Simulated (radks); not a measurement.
Results of a calculation; reference values are marked as such.
Ionisation of Rb24+, [Ne] 3s2 3p1, to Rb25+, [Ne] 3s2, under several functionals. Dirac Kohn-Sham, spin-unpolarised, spherical densities, finite nucleus; open shells fill j = l - 1/2 first; a radial shooting solver on a logarithmic mesh with Libxc functionals.

| functional | E(Rb24+) (hartree) | Exc (hartree) | IE (eV) | -e(HOMO) (eV) | <r> HOMO (bohr) | IE error (eV) |
|---|---|---|---|---|---|---|
| B86b exchange with PBE correlation | -2603.45012 | -66.68300 | 1134.4 | 1107.5 | 0.4189 | +9.4 |
| LDA (Slater exchange, Perdew-Wang correlation) | -2599.32608 | -62.50693 | 1134.6 | 1107.6 | 0.4186 | +9.6 |
| XLYP | -2603.83886 | -67.07512 | 1134.7 | 1107.7 | 0.4189 | +9.7 |
| LDA (Slater exchange, Perdew-Zunger correlation) | -2599.32839 | -62.50935 | 1134.6 | 1107.6 | 0.4186 | +9.6 |

NIST Atomic Spectra Database: 1125 eV (semi-empirical). Closest: B86b exchange with PBE correlation. The Delta-SCF values span 0.31 eV, the total energies 4.51 hartree. The highest occupied level is 3p1/2. Spin polarisation and multiplet splitting are left out, so open shells lie too high by an amount that depends on their filling.

Beside tabulated values, note that spin-unpolarised runs miss the spin-polarisation part of the exchange energy of open shells.
